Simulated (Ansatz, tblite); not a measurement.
Cost and result up the ladder for Si2S2⁻ (4 atoms). Total charge -1; doublet. Geometry: PBE0-D4/def2-TZVPD.

Cartesian coordinates in Å:
```
Si -1.2614 0.6855 0.5001
Si 1.2613 -0.6854 -0.5000
S -0.8061 -0.5997 -1.2115
S 0.8062 0.5996 1.2114
```

Ansatz on 4 threads of Intel Xeon on a shared host; xTB runs through tblite on one thread. Times are rough, summed over both states, and most runs start from the orbitals of an earlier one. PBE-QIDH/def2-TZVPD serves as the yardstick here, not as an exact answer. Differences are given only for rows in sets of like size (and for xTB, whose basis is part of the method), since another set adds its own error. The other state is a quartet at its own geometry.

The xTB rows come from tblite. LC-ωPBE has ω = 0.4 bohr⁻¹. Correlated methods freeze 20 core orbitals. In CCSD on the charge -1 quartet the largest single amplitude is 0.20, so its Hartree–Fock determinant may place the open shell otherwise than the density functionals do. The structure comes from a short search, and lower isomers may exist.

Correlated methods converge slowly with the basis.

xTB has no spin-polarisation term.

| level | functions | wall time | quartet − doublet (eV) | difference from PBE-QIDH/def2-TZVPD (eV) | remarks |
| --- | --- | --- | --- | --- | --- |
| GFN1-xTB | 36 | 0.023 s | 2.85 | 0.89 | – |
| GFN2-xTB | 36 | 0.03 s | 2.28 | 0.32 | – |
| HF/6-31G | 52 | 1.7 s | 1.70 | – | – |
| PBE-D4/def2-TZVPD | 178 | 8.4 s | 1.97 | 0.00 | HOMO above zero (doublet), HOMO above zero (quartet) |
| RPA@PBE/def2-TZVPD | 178 | 13 s | 2.07 | 0.10 | – |
| MP2/def2-TZVPD | 178 | 14 s | 2.17 | 0.20 | spin-contaminated (⟨S²⟩ 0.83) (doublet) |
| BHLYP-D4/def2-TZVPD | 178 | 17 s | 2.05 | 0.09 | – |
| PBE0-D4/def2-TZVPD (with forces) | 178 | 17 s | 1.95 | -0.02 | HOMO above zero (quartet) |
| r2SCAN-D4/def2-TZVPD | 178 | 18 s | 1.86 | -0.10 | HOMO above zero (doublet), HOMO above zero (quartet) |
| B2PLYP/def2-TZVPD | 178 | 18 s | 2.08 | 0.11 | – |
| PBE-QIDH/def2-TZVPD | 178 | 21 s | 1.97 | 0.00 | – |
| LC-ωPBE/def2-TZVPD | 178 | 23 s | 1.91 | -0.06 | – |
| r2SCANh-D4/def2-TZVPD | 178 | 23 s | 1.85 | -0.12 | HOMO above zero (doublet), HOMO above zero (quartet) |
| CCSD(T)/def2-TZVPPD | 198 | 1.8 min | 2.07 | 0.10 | spin-contaminated (⟨S²⟩ 0.83) (doublet) |
